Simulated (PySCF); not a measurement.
# Worked example: chemical shift, span and skew from a shielding tensor

C5H10, SMILES CCCC=C. Atoms are numbered in the order given.

```xyz
15

C     -2.3345    -0.1849    -0.1951
C     -1.0907     0.2177    -0.4702
C     -0.0860     0.6753     0.5496
C      1.1331    -0.2554     0.6936
C      1.9830    -0.3829    -0.5707
H     -2.7177    -0.1929     0.8312
H     -3.0182    -0.5178    -0.9810
H     -0.7560     0.2089    -1.5151
H     -0.5830     0.7762     1.5288
H      0.2755     1.6842     0.2737
H      0.7819    -1.2539     1.0072
H      1.7619     0.1235     1.5179
H      2.3371     0.6038    -0.9147
H      1.4189    -0.8401    -1.3990
H      2.8701    -1.0109    -0.3924
```
Charge 0, spin multiplicity 1.

Geometry optimised at B3LYP-D3(BJ)/def2-SVP. Other conformers were not sampled.

GIAO shieldings from KT2/pcSseg-1 (PySCF), non-relativistic, no solvent. The symmetric part of the tensor of C3 has the principal values 130.6, 142.5, 152.8 ppm. The same nucleus in TMS has σ = 185.1 ppm at this level (PySCF, at its B3LYP-D3(BJ)/def2-TZVP geometry).

Work out the isotropic shielding, the ¹³C shift against TMS, the span and the skew.


σ(iso) = (σ11 + σ22 + σ33)/3 = 142.0 ppm. δ = σ(ref) − σ(iso) = 185.1 − (142.0) = 43.1 ppm.
Span Ω = σ33 − σ11 = 22.2 ppm. Skew κ = 3(σ(iso) − σ22)/Ω = -0.07. Tumbling in solution averages the tensor to δ; in a static solid the shielding alone would spread this spin-1/2 line over Ω.
